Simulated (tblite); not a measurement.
Species: C6H9FNO (doublet state).
Numbering: `[CH3:1][CH2:2][C@@H:3]1[N:4][O:5][CH:6]=[C:7]1[CH2:8][F:9]` (hydrogens: H10, H11, H12 on C1; H13, H14 on C2; H15 on C3; H16 on C6; H17, H18 on C8)
Bond orders are those of one Lewis drawing.

Computed with GFN2-xTB (tblite), gas phase: L-BFGS steps from a force-field or distance-geometry start until the largest atomic force falls under 0.01 eV/Å.

Step 28: E = -790.6228 eV
```
atom  x, y, z in Å  |  force x, y, z in eV/Å
C1      2.5730   -0.0265   -0.3726    0.000  -0.026   0.016
C2      1.1661   -0.3834    0.0733   -0.076   0.037  -0.023
C3      0.1159    0.2562   -0.8703   -0.047   0.023  -0.015
N4      0.3147    1.6670   -0.9967   -0.017   0.006   0.022
O5     -0.8132    2.2890   -0.5971   -0.021   0.005  -0.038
C6     -1.7518    1.3893   -0.2345    0.013  -0.005  -0.003
C7     -1.2998    0.1317   -0.3654    0.007   0.010   0.000
C8     -1.9570   -1.1591   -0.0502    0.007   0.022  -0.024
F9     -3.2242   -0.9675    0.4345    0.010  -0.011   0.009
H10     2.7673   -0.4132   -1.3687    0.006   0.014  -0.040
H11     2.6823    1.0534   -0.3883    0.033  -0.005  -0.038
H12     3.3005   -0.4522    0.3107    0.064  -0.017   0.057
H13     0.9859   -0.0052    1.0813    0.035  -0.005   0.019
H14     1.0188   -1.4657    0.0746    0.014   0.025  -0.008
H15     0.2450   -0.2044   -1.8659    0.028  -0.009   0.049
H16    -2.6953    1.7874    0.0862    0.027  -0.041   0.026
H17    -2.0460   -1.7870   -0.9463   -0.014  -0.019  -0.005
H18    -1.3911   -1.7035    0.7188   -0.068  -0.005  -0.001
```

Step 29: E = -790.6238 eV
```
atom  x, y, z in Å  |  force x, y, z in eV/Å
C1      2.5730   -0.0261   -0.3737    0.008  -0.019   0.017
C2      1.1666   -0.3821    0.0766   -0.053   0.037  -0.031
C3      0.1168    0.2552   -0.8682   -0.043   0.048  -0.016
N4      0.3131    1.6662   -0.9976    0.018   0.015   0.006
O5     -0.8148    2.2886   -0.5986    0.003  -0.009  -0.040
C6     -1.7509    1.3881   -0.2339    0.003   0.000   0.005
C7     -1.2974    0.1310   -0.3631   -0.026  -0.001   0.002
C8     -1.9577   -1.1585   -0.0517   -0.012  -0.009  -0.015
F9     -3.2254   -0.9658    0.4310   -0.004  -0.001   0.005
H10     2.7648   -0.4112   -1.3715    0.001   0.006  -0.019
H11     2.6830    1.0541   -0.3909    0.026  -0.015  -0.030
H12     3.3030   -0.4510    0.3083    0.052  -0.015   0.041
H13     0.9893   -0.0013    1.0847    0.034  -0.024  -0.002
H14     1.0166   -1.4645    0.0757    0.029   0.039   0.017
H15     0.2492   -0.2096   -1.8611    0.018   0.002   0.037
H16    -2.6928    1.7864    0.0889    0.000  -0.040   0.029
H17    -2.0467   -1.7849   -0.9490   -0.012  -0.015  -0.010
H18    -1.3984   -1.7082    0.7178   -0.042   0.000   0.003
```

Problem. Estimate the geometry and energy of step 30. (The exact step hangs on the optimiser's Hessian estimate; all steps are aligned on step 29, rigid shifts and turns removed.)

Solution. E = -790.6245 eV, largest force 0.060 eV/Å
```
atom  x, y, z in Å  |  force x, y, z in eV/Å
C1      2.5733   -0.0265   -0.3740    0.018  -0.009   0.011
C2      1.1660   -0.3805    0.0779   -0.004   0.027  -0.021
C3      0.1166    0.2557   -0.8673   -0.019   0.047  -0.008
N4      0.3118    1.6664   -0.9984    0.032   0.020  -0.008
O5     -0.8165    2.2885   -0.6004    0.011  -0.009  -0.032
C6     -1.7505    1.3873   -0.2335   -0.005   0.006   0.008
C7     -1.2963    0.1306   -0.3618   -0.039  -0.007  -0.002
C8     -1.9581   -1.1583   -0.0528   -0.027  -0.028  -0.005
F9     -3.2259   -0.9645    0.4292   -0.018   0.006   0.000
H10     2.7639   -0.4102   -1.3732   -0.002  -0.002   0.006
H11     2.6844    1.0540   -0.3931    0.022  -0.024  -0.020
H12     3.3051   -0.4507    0.3081    0.023  -0.008   0.016
H13     0.9922    0.0003    1.0868    0.024  -0.028  -0.013
H14     1.0150   -1.4627    0.0753    0.031   0.041   0.030
H15     0.2529   -0.2126   -1.8573    0.005   0.009   0.014
H16    -2.6914    1.7848    0.0913   -0.022  -0.033   0.032
H17    -2.0474   -1.7842   -0.9505   -0.011  -0.009  -0.013
H18    -1.4038   -1.7112    0.7175   -0.018   0.002   0.006
```

The energy changes by -0.0007 eV. The first-order estimate −F·Δx gives -0.0010 eV and the mean of the old and new forces, exact on a quadratic surface, -0.0007 eV. The step makes an angle of 63° with the force vector and moves no atom by more than 0.006 Å.

The cost below is that of the whole relaxation. Time: 0.52 s wall. Hardware: an Arm Neoverse V1 with one thread, shared host.
